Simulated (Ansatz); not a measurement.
Reaction (hydrogen abstraction from a C–H bond): `ClCBr` + Cl• → `Cl[CH]Br`• + HCl

Isolated molecules relaxed with PBE0-D4/def2-TZVP in Ansatz; ΔE leaves out vibrations. CCSD(T)/CBS is the MP2 limit (def2-TZVPP, def2-QZVPP) plus CCSD(T) − MP2 in def2-TZVPP, frozen cores. This one scheme is used for every species, atoms too. Open shells (•) are unrestricted, without spin–orbit coupling. Spin–orbit coupling would lower the free atoms: a little for Cl. Bonds to Br are less sure, by a few kJ/mol each and by 10 to 20 or more in all where they break to atoms, as the def2 sets lack core-valence functions. Scalar relativity is left out up to krypton.

`ClCBr`:

```xyz
5

Cl   -0.503    1.364    0.889
C     0.152    0.037   -0.056
Br   -1.048   -1.469   -0.191
H     1.058   -0.319    0.423
H     0.341    0.386   -1.065
```

`Cl[CH]Br`•:

Cartesian coordinates in Å:
```
Cl -0.597 -1.515 0.161
C 0.211 -0.038 0.063
Br -0.323 1.231 -1.175
H 0.709 0.321 0.951
```

HCl:

Z-matrix (Å, degrees):
```
Cl
H 1 1.279
```

```csv
species,CCSD/CBS(def2) energy (Eh)
`ClCBr`,-3072.31668
Cl•,-459.70389
`Cl[CH]Br`•,-3071.65071
HCl,-460.37334
```

**Question.** Work out ΔE.

**Answer.** ΔE = (-3071.65071) + (-460.37334) − (-3072.31668) − (-459.70389) = -0.00348 Eh = -9.1 kJ/mol. CCSD(T)/CBS gives -13.0 kJ/mol.

Largest T1 diagnostic among the species: 0.014.

From r2SCAN to r2SCAN0 (25 % exact exchange), in def2-TZVPP and without D4, ΔE moves by +8.7 kJ/mol. Leaving LDA and LC-ωPBE aside and taking each functional with its dispersion term where it has one, the values, not all of them listed here, spread over 30.4 kJ/mol, from r2SCAN-D4 to BHLYP-D4. LDA lies −17.4 kJ/mol from PBE without D4.
